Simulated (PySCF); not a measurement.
## Co²⁺: interval between two levels

Co²⁺ [Ar] 3d7 [4F9/2, M_J = 9/2] → Co²⁺ [Ar] 3d6 4p1 [6F11/2, M_J = 11/2], as a difference of total energies. All numbers are calculated (PySCF 2.14, the two-component X2C-1e Hamiltonian, in x2c-TZVPall-2c (6s7p4d1f, 54 functions)). Correlated levels: [Ne] frozen; the 6 highest virtual spinors dropped. "Screened" scales the spin-orbit matrix elements by Boettger's factors to mimic the two-electron term; Breit and QED terms are absent.

```
                    method  interval between two levels (cm⁻¹)
           GHF (spin-free)                               88534
          GMP2 (spin-free)                              101410
 GHF (screened spin-orbit)                               89095
GMP2 (screened spin-orbit)                              102000
```

The labels give the starting determinants; with spin-orbit coupling the two ends relaxed to ⟨J²⟩ = 24.76, ⟨L²⟩ = 12.02, ⟨S²⟩ = 3.75 and ⟨J²⟩ = 35.75, ⟨L²⟩ = 12.02, ⟨S²⟩ = 8.75.
